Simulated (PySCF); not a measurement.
Dipole moment and polarisability of butylcyclopropane

Compound: butylcyclopropane, C7H14.
Geometry (GFN2-xTB, Å), atoms numbered from 1 in this order:
```xyz
21
C7H14 angstrom
C     -3.238    0.022   -0.491
C     -2.020   -0.563    0.214
C     -0.769    0.281   -0.018
C      0.457   -0.299    0.688
C      1.693    0.527    0.422
C      2.476    0.311   -0.837
C      3.052   -0.102    0.483
H     -3.064    0.081   -1.563
H     -3.448    1.024   -0.124
H     -4.115   -0.598   -0.319
H     -1.843   -1.577   -0.151
H     -2.217   -0.628    1.287
H     -0.945    1.297    0.343
H     -0.565    0.343   -1.090
H      0.269   -0.340    1.765
H      0.623   -1.321    0.340
H      1.613    1.549    0.775
H      2.901    1.167   -1.340
H      2.148   -0.466   -1.511
H      3.113   -1.158    0.701
H      3.871    0.470    0.891
```

Level: PBE0/def2-SVPD (PySCF), static field, nuclei fixed, core orbitals frozen in the response. The polarisability tensor in these axes (au):

```
x   99.62  0.28  1.49
y    0.28 73.81 -2.19
z    1.49 -2.19 76.43
```

Diagonalise the tensor; give its mean and Δα, where Δα² is half the sum of the squared differences of the eigenvalues.

Principal values 72.53, 77.61 and 99.71 au; mean 83.28 au = 12.34 Å³ = 13.73 × 10⁻⁴⁰ C²·m²/J; Δα = 25.03 au (30 % of the mean).

What is the dipole moment?

0.11 D at this geometry.

Find the Langevin capture rate constant for NO+ (29.998 u) meeting this molecule (98.110 u), k = 2.342 × 10⁻⁹ cm³/s × √(α in Å³ / reduced mass in u).

The reduced mass is 22.97 u, so k = 1.72 × 10⁻⁹ cm³/s.

Give the principal axes and the span of the nuclei along them.

Largest value along (1.00, 0.01, 0.06), where the nuclei span 8.05 Å; middle along (-0.05, -0.50, 0.86), 3.57 Å; least along (-0.04, 0.87, 0.50), 3.04 Å. The response follows the extents in order.

Traceless (Buckingham) quadrupole moment about the centre of nuclear charge: eigenvalues?

-2.47, -0.11, 2.58 D·Å. The values depend on the origin, since the dipole doesn't vanish. The electronic extent ⟨r²⟩ about the same centre is 1297 bohr², a root-mean-square distance of 2.55 Å for the 56 electrons.

The structure is a single GFN2-xTB conformer in the gas phase; no vibrational or solvent corrections.

These values come from a run that also computed excited states. The run took about 2.3 min of CPU time (grids of density and orbitals included) (one thread, shared machine).
